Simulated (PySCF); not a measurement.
CH3Cl2Si, SMILES Cl[Si](C)Cl, multiplicity 2. Atoms are numbered in the order given.

```xyz
7

C      0.2539     2.0283     0.0000
Si    -0.5143     0.3214     0.0000
Cl     0.1304    -0.6991     1.6867
Cl     0.1304    -0.6991    -1.6867
H      1.3514     1.9298     0.0000
H     -0.0548     2.5855     0.8967
H     -0.0548     2.5855    -0.8967
```
Charge 0, spin multiplicity 2.

Coordinates come from a PBE0-D3(BJ)/def2-SVP optimisation. The isomer is the one that the SMILES or the coordinates give; other isomers of the formula were not compared.

These are PBE0-D3(BJ)/def2-SVP (PySCF) values and carry that method's errors.

Frequencies are harmonic and unscaled.

Computed normal modes with their intensities:
| mode | ν (cm⁻¹) | IR (km/mol) | moving atoms (share of kinetic energy) |
|---|---|---|---|
| 1 | 151 | 0.0 | H 99 % |
| 2 | 169 | 3.3 | Cl 74 %, Si 16 %, C 8 % |
| 3 | 179 | 0.2 | C 37 %, Cl 29 %, H 27 % |
| 4 | 236 | 5.9 | Si 41 %, Cl 24 %, H 18 %, C 16 % |
| 5 | 490 | 37.5 | Cl 50 %, Si 35 %, C 10 % |
| 6 | 569 | 126.4 | Si 55 %, Cl 37 % |
| 7 | 715 | 60.6 | C 42 %, Si 41 %, H 15 % |
| 8 | 774 | 30.4 | H 73 %, C 19 % |
| 9 | 798 | 62.4 | H 71 %, C 19 %, Si 9 % |
| 10 | 1245 | 13.3 | H 79 %, C 21 % |
| 11 | 1412 | 7.0 | H 96 % |
| 12 | 1417 | 8.9 | H 96 % |
| 13 | 3057 | 0.1 | H 97 % |
| 14 | 3171 | 0.2 | H 91 %, C 9 % |
| 15 | 3185 | 0.0 | H 90 %, C 10 % |
